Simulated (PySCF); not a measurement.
Se: ionisation energy

Se [Ar] 3d10 4s2 4p4 (3P) → Se⁺ [Ar] 3d10 4s2 4p3 (4S), as a difference of total energies. All numbers are calculated (PySCF 2.14, scalar relativity by spin-free X2C-1e, in x2c-TZVPPall with one added diffuse shell each of s, p, d type (7s6p5d1f, 57 functions)). Correlated levels: valence: [Ar] 3d10 frozen; valence and next inner shell: [Ne] frozen. The calculations carry no spin-orbit coupling.

```json
{"method": "UHF", "ionisation energy (eV)": "8.542"}
{"method": "LDA", "ionisation energy (eV)": "9.891"}
{"method": "PBE0", "ionisation energy (eV)": "9.626"}
{"method": "r2SCAN", "ionisation energy (eV)": "9.682"}
{"method": "r2SCANh", "ionisation energy (eV)": "9.673"}
{"method": "wB97M-V", "ionisation energy (eV)": "9.613"}
{"method": "B3LYP", "ionisation energy (eV)": "9.817"}
{"method": "MP2 (valence)", "ionisation energy (eV)": "9.219"}
{"method": "SCS-MP2 (valence)", "ionisation energy (eV)": "9.285"}
{"method": "MP2 (valence and next inner shell)", "ionisation energy (eV)": "9.270"}
{"method": "SCS-MP2 (valence and next inner shell)", "ionisation energy (eV)": "9.316"}
```

Problem. Estimate what M06-2X gives.

Solution. 9.563 eV, closest to wB97M-V among the rows shown.

Problem. Estimate what PBE gives.

Solution. 9.640 eV, closest to PBE0 among the rows shown.

A first-order spin-orbit estimate (lowest level to lowest level, LS coupling) adds 0.111 eV.

Errors of the correlated levels include the incompleteness of this basis and the frozen core.

For comparison: 9.752 eV (measured; NIST Atomic Spectra Database, ionization energies).
